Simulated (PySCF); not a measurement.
# Radial density of Zn (zinc, neutral)

PBE0, [Ar] 3d10 4s2, closed-shell 1S. Computed with PySCF 2.14 in def2-TZVP, with the non-relativistic Hamiltonian (point nucleus).

```json
{"r (bohr)": "0.000711", "4πr²ρ (e/bohr)": "0.1121"}
{"r (bohr)": "0.00120", "4πr²ρ (e/bohr)": "0.3089"}
{"r (bohr)": "0.00201", "4πr²ρ (e/bohr)": "0.8303"}
{"r (bohr)": "0.00338", "4πr²ρ (e/bohr)": "2.166"}
{"r (bohr)": "0.00569", "4πr²ρ (e/bohr)": "5.334"}
{"r (bohr)": "0.00957", "4πr²ρ (e/bohr)": "11.97"}
{"r (bohr)": "0.0161", "4πr²ρ (e/bohr)": "22.96"}
{"r (bohr)": "0.0271", "4πr²ρ (e/bohr)": "34.09"}
{"r (bohr)": "0.0455", "4πr²ρ (e/bohr)": "34.85"}
{"r (bohr)": "0.0766", "4πr²ρ (e/bohr)": "28.94"}
{"r (bohr)": "0.129", "4πr²ρ (e/bohr)": "38.61"}
{"r (bohr)": "0.217", "4πr²ρ (e/bohr)": "35.27"}
{"r (bohr)": "0.365", "4πr²ρ (e/bohr)": "19.21"}
{"r (bohr)": "0.613", "4πr²ρ (e/bohr)": "24.48"}
{"r (bohr)": "1.03", "4πr²ρ (e/bohr)": "10.51"}
{"r (bohr)": "1.74", "4πr²ρ (e/bohr)": "2.350"}
{"r (bohr)": "2.92", "4πr²ρ (e/bohr)": "0.8102"}
{"r (bohr)": "4.91", "4πr²ρ (e/bohr)": "0.1053"}
{"r (bohr)": "8.26", "4πr²ρ (e/bohr)": "0.001761"}
```
